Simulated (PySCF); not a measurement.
A structure optimised at PBE-D3(BJ)/def2-TZVP, used in a PySCF frequency run:

```xyz
6

C      0.3117    -2.1151     0.0000
C     -0.5246    -1.0825     0.0000
Br     0.0453     0.7280     0.0000
H      1.3946    -1.9938     0.0000
H     -0.0921    -3.1292     0.0000
H     -1.6101    -1.1713     0.0000
```

Task: Write its SMILES, formula and point group.

Result: C=CBr, C2H3Br, Cs

Task: What are its rotational constants (standard atomic weights)?

Result: 54.889, 4.0845, 3.8016 GHz
